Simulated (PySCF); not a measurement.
Geometry:
| atom | x (Å) | y (Å) | z (Å) |
| --- | --- | --- | --- |
| Si1 | -0.041 | -0.040 | -0.046 |
| C2 | -0.190 | -0.030 | 1.831 |
| C3 | 0.498 | 1.163 | 2.487 |
| H4 | 0.253 | -0.974 | 2.194 |
| H5 | -1.255 | -0.074 | 2.121 |
| H6 | 0.442 | 1.128 | 3.587 |
| H7 | 1.564 | 1.201 | 2.211 |
| H8 | 0.053 | 2.116 | 2.159 |
| N9 | 1.554 | 0.018 | -0.717 |
| C10 | 2.489 | -1.078 | -0.752 |
| H11 | 1.979 | 0.934 | -0.808 |
| H12 | 3.235 | -1.058 | 0.067 |
| H13 | 1.935 | -2.025 | -0.664 |
| H14 | 3.050 | -1.116 | -1.704 |
| N15 | -0.725 | 1.438 | -0.652 |
| C16 | -1.970 | 2.024 | -0.225 |
| H17 | -0.486 | 1.663 | -1.612 |
| H18 | -2.864 | 1.633 | -0.751 |
| H19 | -2.128 | 1.835 | 0.849 |
| H20 | -1.970 | 3.121 | -0.351 |
| N21 | -0.713 | -1.560 | -0.543 |
| C22 | -0.874 | -1.976 | -1.913 |
| H23 | -1.274 | -2.079 | 0.122 |
| H24 | -1.898 | -1.828 | -2.309 |
| H25 | -0.192 | -1.392 | -2.552 |
| H26 | -0.613 | -3.039 | -2.061 |

Calculated, not measured (PySCF 2.14.0 with density-fitted response routines): KT2/pcSseg-1 with gauge-including orbitals, structure optimised with PBE0-D3(BJ)/def2-SVP. Single conformer, isolated molecule, averaged over atoms made equivalent by symmetry, fast rotation or ring inversion, relativity neglected.

Referencing at the same level of theory: TMS for ¹³C (183.22 ppm), ¹H (31.18 ppm), ²⁹Si (361.05 ppm); NH3 for ¹⁵N (264.30 ppm).

```tsv
atoms	nucleus	count	δ (ppm)
N9/N15/N21	¹⁵N	3	30.6
C3	¹³C	1	?
Si1	²⁹Si	1	-21.5
H12/H13/H14/H18/H19/H20/H24/H25/H26	¹H	9	2.67
H6/H7/H8	¹H	3	?
H4/H5	¹H	2	?
C10/C16/C22	¹³C	3	30.4
H11/H17/H23	¹H	3	-0.13
C2	¹³C	1	5.1
```

Complete the table.

## Answers


- C3: 9.3 ppm, carbon bonded to C, 3 H
- H6/H7/H8: 0.89 ppm, hydrogen on a carbon bonded to C
- H4/H5: 0.42 ppm, hydrogen on a carbon bonded to C, Si

The OH or NH signal is concentration- and solvent-dependent in practice; the value given is the gas-phase one. Shifts are as computed. Against solution values, carbons near 30 ppm lie about +2 ppm off and those near 130 ppm about -5 ppm. Of 1309 compounds with measured shifts, 239 miss one by over three times the rms of a fit or turn the order of signals round; such compounds aren't used in these exercises. Experimental scales use liquid or dissolved standards, which lie at an offset from isolated NH3 (liquid NH3: subtract about 20 ppm).
